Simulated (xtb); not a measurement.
C₃H₉Ge, SMILES [CH3][Ge]([CH3])[CH3] (connectivity only; charge and spin as stated), charge +1, multiplicity 1. All values are semi-empirical tight-binding results from xtb (GFN2-xTB unless named), good for trends rather than for accurate numbers. Geometry optimised at GFN2-xTB. The spin state was assumed, not searched. The isomer is the one that the SMILES or the coordinates give; other isomers of the formula were not compared.

For metal compounds this method's bond lengths and energies can be far off.

Computed properties:
```
Item                                           Value
-------------------------------------  -------------
orbital gap                                  4.51 eV
zero-point energy                      64.9 kcal/mol
G − E(el) at 298.15 K (modified RRHO)  43.9 kcal/mol
```
